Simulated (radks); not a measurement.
All-electron atom: the rhenium ion Re2+ in [Xe] 4f14 5d5.

Calculated with a radial shooting solver on a logarithmic mesh with Libxc functionals: scalar-relativistic Kohn-Sham, PBE, spin-unpolarised, spherical densities, point nucleus.

Energy parts (eV):
total: -454193.08
kinetic: 502028.05
electron-nucleus: -1123217.95
Hartree: 175975.60
exchange-correlation: -8978.78

Orbitals (lengths in bohr, moments of r in powers of bohr; r(max) is where P^2 peaks; r(90%) holds 90 % of the orbital's charge):
orbital  occ.  eigenvalue (eV)   r(max)  r(90%)       <r^4>
1s          2        -71684.43  0.01124  0.0329   5.452e-07
2s          2        -12442.26  0.06451   0.118  0.00008161
2p          6        -10858.97  0.05303   0.111  0.00006453
3s          2        -2893.396   0.1819   0.289    0.002990
3p          6        -2426.618   0.1803   0.296    0.003231
3d         10        -1897.891   0.1469   0.278    0.002494
4s          2        -616.9831   0.4126   0.632     0.06953
4p          6        -463.9077   0.4330   0.681     0.09278
4d         10        -271.9522   0.4433   0.749      0.1348
4f         14         -58.9225   0.4168   0.955      0.4020
5s          2        -101.8698   0.9376    1.49       2.134
5p          6         -63.6571    1.061    1.76       4.160
5d          5         -21.4164    1.406    2.76       24.84

The highest occupied level is 5d at -21.416 eV. The density falls to 0.001 e/bohr^3 at r = 3.72 bohr. Summed over all electrons, <r^2> = 42.42 bohr^2, which gives a Langevin (diamagnetic) susceptibility term of -33.6 x 10^-6 cm^3/mol.
